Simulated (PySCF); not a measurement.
Assignment exercise: C5H3NO

Mapped SMILES: `[N:1]#[C:2][C:3]1=[CH:4][CH2:5][C:6]1=[O:7]`. Each H is labelled by its parent atom.

PySCF calculation with NMR shieldings at PBE0/pcSseg-1/GIAO and GFN2-xTB structure; averaged over atoms made equivalent by symmetry, fast rotation or ring inversion, no solvent, single conformer, relativity neglected.

δ = σ(ref) − σ, references computed at the same level: $^{13}$C and $^{1}$H vs TMS.

Task: Assign these signals to the numbered atoms. $^{13}$C{$^{1}$H} NMR (computed): δ 185.0 (C), 180.9 (CH), 132.9 (C), 114.0 (C), 53.1 (CH2).

Result: 
```tsv
δ (ppm)	atoms	environment	reason
185.0	C6	ketone carbonyl carbon	the double bond to the heteroatom, with no lone-pair donor beside it, deshields it most
180.9	C4	β carbon of a C=C–C=O unit	conjugation with the carbonyl draws π density from the β position
132.9	C3	α carbon of a C=C–C=O unit	an sp2 carbon of a C=C bond
114.0	C2	nitrile carbon	this is the usual window of a C≡N carbon, which has no attached hydrogen
53.1	C5	sp3 CH2 α to a carbonyl	α to the electron-withdrawing carbonyl group
```

Task: Assign these signals to the numbered atoms. $^{1}$H NMR (500 MHz, computed): δ 8.74 (t, 1H), 3.45 (m, 2H).

Result: 
| δ (ppm) | atoms | environment | reason |
| --- | --- | --- | --- |
| 8.74 | H(C4) | hydrogen on a β carbon of a C=C–C=O unit | – |
| 3.45 | H(C5) | hydrogen on an sp3 CH2 α to a carbonyl | – |

Shifts are as computed. Against solution values, carbons near 30 ppm lie about +3 ppm off and those near 130 ppm about +5 ppm. Of 1309 compounds with measured shifts, 239 miss one by over three times the rms of a fit or turn the order of signals round; such compounds aren't used in these exercises. Multiplicities follow the n + 1 count of equivalent neighbours, as no J values were calculated; m marks all less simple cases, F and P coupling included.
